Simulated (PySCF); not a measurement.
2 AlF₂ → AlF + AlF₃

Level: PBE in the def2-TZVP basis family, all electrons, no relativity, computed in PySCF with density fitting; open shells unrestricted.

```
species                             state and structure      E (Eh)  ZPE (kJ/mol)  H(298 K) − H(0) (kJ/mol)  S° (J/(mol K))
   AlF₂  doublet, C2v, Al–F 1.667 Å (×2); F–Al–F 120.7°  -442.00037          10.7                      11.8           266.6
    AlF                      singlet, C∞v, Al–F 1.685 Å  -342.15575           4.5                       8.9           215.6
   AlF₃                 singlet, D3h, Al–F 1.647 Å (×3)  -541.91268          19.4                      14.4           279.4
```

(1) What is the electronic reaction energy?

(2) Add zero-point, thermal and entropy terms for 298.15 K and 1 bar.

Results:

(1) At PBE/def2-TZVP, ΔE = -177.7 kJ/mol from the differences of the total energies times 2625.5, downhill. The bond broken in AlF₂ is weaker than the one that a second molecule gains.

(2) ΔZPE = 2.5 and Δ[H(298) − H(0)] = -0.3 kJ/mol give ΔH° = -175.5 kJ/mol. ΔS° = -38.2 J/(mol K), so ΔG° = -175.5 − 298.15 × (-0.0382) = -164 kJ/mol.

The structures come from searches over a few start shapes, so lower isomers are not excluded.
